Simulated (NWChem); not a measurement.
System: InNH$_{4}$; SMILES [InH2][NH2]

Computed with NWChem. Geometry: optimised at PBE0/def2-SVP. def2 effective core potentials on In; no spin-orbit coupling. Ions are spin-unrestricted doublets at the neutral geometry; other ion states weren't tried. Functional: LC-ωPBE (HJS hole) with def2-SVP; rows give the range parameter ω in 1/bohr.

### Question
At which range parameter does −ε(HOMO) equal the ΔSCF ionisation energy (optimal tuning)?

### Answer
about 0.52 per bohr, by linear interpolation in these runs:
| range parameter (1/bohr) | vertical ionisation energy, ΔSCF (eV) | −ε(HOMO) (eV) | ΔSCF minus −ε(HOMO) (eV) |
|---|---|---|---|
| 0.05 | 9.17 | 6.23 | 2.94 |
| 0.80 | 8.88 | 10.68 | -1.80 |
